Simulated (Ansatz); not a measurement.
Input file for Ansatz (a first-principles code): R-PBE/def2-TZVPPD on H2O (SMILES O). The basis file is the Basis Set Exchange's JSON of that set.

Ansatz 0.2 input:
```yaml
crystal:
  periodic: [false, false, false]
  atoms:
    - {symbol: O, position_ang: [-0.00000000, 0.00000000, 0.38961139]}
    - {symbol: H, position_ang: [0.00000000, 0.76498632, -0.19485569]}
    - {symbol: H, position_ang: [0.00000000, -0.76498632, -0.19485569]}
basis:
  gaussian:
    orbitals: def2-TZVPPD.json
hamiltonian:
  xc: {name: PBE}
scf: {lower_state_search: off}
```

Program output:

```
WARN ansatz: RAYON_NUM_THREADS=4 ignored (pool sized by the plan → 4); use --threads N
Functional definition: PBE
these checks for a lower state are left out or cut short: stability, starts, cluster_reference, orbital_swaps, neighbouring_geometries, increment
integrals: 0.01 GiB planned
302 factors; their error is unknown
mean field: 0.13 GiB planned
mean field evaluation 1: about -2072.8535 eV, gradient 6.0e1 eV
mean field evaluation 2: about -2043.1506 eV, gradient 1.3e2 eV
mean field evaluation 4: about -2078.5034 eV, gradient 1.1e0 eV
mean field evaluation 8: about -2078.5026 eV, gradient 2.0e-2 eV
mean field -2078.50260062 eV, -76.3835617130 hartree, gradient 8.1e-6 eV, S^2 0.000000; 0 other end points of the search recorded, 0 dependent functions left out
reference -2078.50264024 eV, -76.3835631690 hartree; 5, 5 occupied and 69, 69 virtual orbitals, 302 factors
Total energy: -2078.50264024 eV, -76.3835631690 hartree
Checks for a lower state left out: stability, starts, cluster_reference, orbital_swaps, neighbouring_geometries, increment
```

The run converged.

Cost: roughly 0.17 core-seconds.
